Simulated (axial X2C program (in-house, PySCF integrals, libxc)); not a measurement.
Potential curves of ZrN⁺, two-component

All values were computed with an in-house relativistic program for diatomic molecules. Two-component (2c) means X2C with spin–orbit coupling and atomic mean-field two-electron Coulomb and Gaunt terms. Basis: Zr dyall-cv3z [11s12p9d6f3g], N dyall-av3z [7s7p3d2f] (cores contracted in-house); Gaussian nuclei, density fitting, unrestricted open shells. Masses: Zr 89.905 u, N 14.003 u.

State: Ω = 0 (closed shell). Energies in eV from the lowest point of each curve. Fits are polynomials in 1 − R0/R over 0.85 to 1.23 times the lowest point R0.

```json
{"R (Å)": "1.4233", "PBE": "2.1049"}
{"R (Å)": "1.4888", "PBE": "0.9812"}
{"R (Å)": "1.5378", "PBE": "0.4547"}
{"R (Å)": "1.5869", "PBE": "0.1408"}
{"R (Å)": "1.6360", "PBE": "0.0000"}
{"R (Å)": "1.6933", "PBE": "0.0093"}
{"R (Å)": "1.7505", "PBE": "0.1630"}
{"R (Å)": "1.8241", "PBE": "0.5155"}
{"R (Å)": "1.9141", "PBE": "1.1033"}
{"R (Å)": "2.0450", "PBE": "2.1173"}
```

The state is a single determinant with fixed occupations, the lowest that a limited PBE0 search found. The closed shell is kept restricted, so the energy runs too high when the bond is stretched far.

(1) Fit the PBE curve near its minimum: give the equilibrium distance and the harmonic wavenumber.

Results:

(1) At PBE, 2c: Re = 1.661 Å, ωe ≈ 1070 cm⁻¹; Be follows as 0.504 cm⁻¹.
